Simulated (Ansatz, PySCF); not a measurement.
Mg(Me)2 (C2H6Mg), SMILES [CH3][Mg][CH3]. Atoms are numbered in the order given.

```xyz
9

Mg    -0.2502     0.1912    -0.2679
C      1.3310     0.5711    -1.5946
H      2.1432    -0.1582    -1.4887
H      1.7742     1.5617    -1.4360
H      1.0088     0.5342    -2.6423
C     -1.8314    -0.1887     1.0588
H     -2.4231    -1.0612     0.7569
H     -2.5271     0.6565     1.1248
H     -1.4770    -0.3855     2.0779
```

Geometry: TPSSh-D3(BJ)/def2-TZVP. The isomer is the one that the SMILES or the coordinates give; other isomers of the formula were not compared.

Two levels are set side by side: PBE-D3(BJ)/def2-TZVP (Ansatz, a first-principles code) and TPSSh-D3(BJ)/def2-TZVP (PySCF). Each level has its own optimised geometry; the coordinates shown are those of the second. Differences are taken from unrounded values.

```json
[
 {"quantity": "mean bond length (Å)", "TPSSh-D3(BJ)": "1.347"},
 {"quantity": "bond Mg1–C2 (Å)", "TPSSh-D3(BJ)": "2.099"},
 {"quantity": "bond Mg1–C6 (Å)", "TPSSh-D3(BJ)": "2.099"},
 {"quantity": "bond C2–H3 (Å)", "TPSSh-D3(BJ)": "1.097"},
 {"quantity": "bond C2–H4 (Å)", "TPSSh-D3(BJ)": "1.097"},
 {"quantity": "bond C2–H5 (Å)", "TPSSh-D3(BJ)": "1.097"},
 {"quantity": "bond C6–H7 (Å)", "TPSSh-D3(BJ)": "1.097"},
 {"quantity": "bond C6–H8 (Å)", "TPSSh-D3(BJ)": "1.097"},
 {"quantity": "bond C6–H9 (Å)", "TPSSh-D3(BJ)": "1.097"}
]
```

**Question.** What does PBE-D3(BJ) give, and how far is it from TPSSh-D3(BJ)? (An estimate is asked for; the answer gives what the named calculation found.)

**Answer.** 
| quantity | PBE-D3(BJ) | PBE-D3(BJ) minus TPSSh-D3(BJ) |
|---|---|---|
| mean bond length (Å) | 1.351 | 0.004 |
| bond Mg1–C2 (Å) | 2.100 | 0.001 |
| bond Mg1–C6 (Å) | 2.100 | 0.001 |
| bond C2–H3 (Å) | 1.102 | 0.005 |
| bond C2–H4 (Å) | 1.102 | 0.005 |
| bond C2–H5 (Å) | 1.102 | 0.005 |
| bond C6–H7 (Å) | 1.102 | 0.005 |
| bond C6–H8 (Å) | 1.102 | 0.005 |
| bond C6–H9 (Å) | 1.102 | 0.005 |

Exact exchange shortens and stiffens bonds; PBE has none. Differences between two approximate levels are no errors against the true value.
